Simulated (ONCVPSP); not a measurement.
## Plane-wave convergence, ONCV potential for P (Z = 15)

```json
{
  "Element": "phosphorus (P)",
  "Generator": "ONCVPSP 4.0.1",
  "Type": "optimised norm-conserving Vanderbilt (ONCV)",
  "Functional": "PBEsol",
  "Relativity": "scalar-relativistic",
  "Frozen core": "[He]",
  "Valence charge": "13",
  "Reference configuration": "2s2 2p6 3s1 3p4",
  "Partial waves": "2s+3s: rc 1.00 bohr, ncon 4, nbas 7, qcut 12 1/bohr, 2 projectors; 2p+3p: rc 1.00 bohr, ncon 5, nbas 8, qcut 16.5 1/bohr, 2 projectors",
  "Local potential": "polynomial inside 0.80 bohr (lpopt 5, dvloc0 0 Ha)",
  "Core correction": "none"
}
```

Question: For each optimised wave give the share of its norm inside rc, the residual kinetic energy above qcut (Ha) and the cutoffs (Ha) for errors of 10, 1, 0.1 and 0.01 mHa per electron.

Answer:

```json
{"wave": "2s", "norm inside rc": "0.966", "residual KE": "6.1e-08", "10 mHa": "30.0", "1 mHa": "39.4", "0.1 mHa": "47.9", "0.01 mHa": "55.5"}
{"wave": "3s", "norm inside rc": "0.076", "residual KE": "2.4e-06", "10 mHa": "22.2", "1 mHa": "30.5", "0.1 mHa": "37.8", "0.01 mHa": "62.6"}
{"wave": "2p", "norm inside rc": "0.962", "residual KE": "1.1e-06", "10 mHa": "87.2", "1 mHa": "103.8", "0.1 mHa": "116.8", "0.01 mHa": "127.1"}
{"wave": "3p", "norm inside rc": "0.048", "residual KE": "1.9e-06", "10 mHa": "71.5", "1 mHa": "94.6", "0.1 mHa": "112.9", "0.01 mHa": "126.9"}
```

The occupied waves need 104 Ha and 117 Ha for 1 and 0.1 mHa. Its largest configuration-test error is -501 meV.
